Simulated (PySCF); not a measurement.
**Gas-phase XPS of `CC#[N+][BH2-]F`, computed**

C2H5BFN.
SMILES with atom numbers: `[CH3:1][C:2]#[N+:3][BH2-:4][F:5]`

Level of theory: delta-SCF UKS SCAN, pcX-2 on the ionised atom, pcseg-1 elsewhere, spin-free X2C in PySCF 2.14.0. Each binding energy is the total energy of the core-ionised species, with the hole localised on one atom, minus that of the ground state; both are solved self-consistently, so orbital relaxation is included.

What binding energy does each computed site have?

```json
{"atom(s)": "B4", "environment": "four-coordinate boron", "level": "B 1s", "binding energy (eV)": "195.94", "above the level's lowest (eV)": "0.00", "count": "1"}
{"atom(s)": "C1", "environment": "methyl carbon", "level": "C 1s", "binding energy (eV)": "293.59", "above the level's lowest (eV)": "0.00", "count": "1"}
{"atom(s)": "C2", "environment": "triply bonded carbon", "level": "C 1s", "binding energy (eV)": "293.64", "above the level's lowest (eV)": "+0.05", "count": "1"}
{"atom(s)": "N3", "environment": "nitrogen bonded to B and C", "level": "N 1s", "binding energy (eV)": "407.02", "above the level's lowest (eV)": "0.00", "count": "1"}
{"atom(s)": "F5", "environment": "boron-bound fluorine", "level": "F 1s", "binding energy (eV)": "690.71", "above the level's lowest (eV)": "0.00", "count": "1"}
```

The 2 C 1s values lie within 0.05 eV of each other; Gaussian lines of 0.5 eV full width would blend them into one maximum.

Which photon energy gives electrons from N 1s of N3 a kinetic energy of 20 eV, and what is their de Broglie wavelength?

hν = 407.02 + 20 = 427.02 eV, recoil neglected; λ = 12.264 Å/√(E/eV) = 2.74 Å.

Spin contamination (⟨S²⟩ against 0.75 for a pure doublet) is marked for C 1s of C2 (0.86), which makes this value less certain. Geometry: PBE0-D3(BJ)/def2-SVP; no solvent, vibrations or thermal averaging.

Hardware: one thread of an x86-64 server, on a shared host. Cost: 21 s.
